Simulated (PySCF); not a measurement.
## 3'-bromoacetophenone (CC(=O)c1cccc(Br)c1, C$_{8}$H$_{7}$BrO)

Molfile (atoms numbered from 1):
```
C8H7BrO
     RDKit          3D

 17 17  0  0  0  0  0  0  0  0999 V2000
   -3.1778   -0.3396   -0.2701 C   0  0  0  0  0  0  0  0  0  0  0  0
   -2.2490   -1.5090   -0.4733 C   0  0  0  0  0  0  0  0  0  0  0  0
   -2.6740   -2.6345   -0.6077 O   0  0  0  0  0  0  0  0  0  0  0  0
   -0.7705   -1.2519   -0.5065 C   0  0  0  0  0  0  0  0  0  0  0  0
    0.0821   -2.3463   -0.6934 C   0  0  0  0  0  0  0  0  0  0  0  0
    1.4589   -2.1631   -0.7318 C   0  0  0  0  0  0  0  0  0  0  0  0
    2.0049   -0.8876   -0.5849 C   0  0  0  0  0  0  0  0  0  0  0  0
    1.1522    0.1993   -0.3993 C   0  0  0  0  0  0  0  0  0  0  0  0
    1.8796    1.9290   -0.2000 Br  0  0  0  0  0  0  0  0  0  0  0  0
   -0.2295    0.0299   -0.3585 C   0  0  0  0  0  0  0  0  0  0  0  0
   -4.2112   -0.7053   -0.2726 H   0  0  0  0  0  0  0  0  0  0  0  0
   -2.9694    0.1656    0.6857 H   0  0  0  0  0  0  0  0  0  0  0  0
   -3.0505    0.4066   -1.0695 H   0  0  0  0  0  0  0  0  0  0  0  0
   -0.3707   -3.3332   -0.8058 H   0  0  0  0  0  0  0  0  0  0  0  0
    2.1237   -3.0177   -0.8774 H   0  0  0  0  0  0  0  0  0  0  0  0
    3.0850   -0.7344   -0.6138 H   0  0  0  0  0  0  0  0  0  0  0  0
   -0.8698    0.9004   -0.2116 H   0  0  0  0  0  0  0  0  0  0  0  0
  1  2  1  0
  2  3  2  0
  2  4  1  0
  4  5  2  0
  5  6  1  0
  6  7  2  0
  7  8  1  0
  8  9  1  0
  8 10  2  0
 10  4  1  0
  1 11  1  0
  1 12  1  0
  1 13  1  0
  5 14  1  0
  6 15  1  0
  7 16  1  0
 10 17  1  0
M  END
```

The calculation used PySCF, quadratic response CAM-B3LYP/aug-cc-pVDZ first hyperpolarisability, Taylor convention, gas phase. Geometry: PBE0-D3(BJ)/def2-SVP.

The calculation is non-relativistic, which matters for the atoms heavier than Zn.

Q: Give the tensor of the second harmonic β(−2ω;ω,ω) at 1064 nm in the axes of these coordinates.

A: In au, Taylor convention; rows are the first index (the induced dipole):
|  | xx | yy | zz | xy | xz | yz |
| --- | --- | --- | --- | --- | --- | --- |
| x | +336.9 | -10.7 | -40.7 | +61.3 | -10.9 | -0.4 |
| y | +53.7 | +37.8 | -33.3 | +3.9 | +1.6 | +14.3 |
| z | -11.9 | +14.8 | -8.5 | +1.3 | -38.4 | -32.1 |

Norm of βᵢ = ⅓ Σⱼ (βᵢⱼⱼ + βⱼᵢⱼ + βⱼⱼᵢ): 303.7 au, hyper-Rayleigh value 139.9 au.
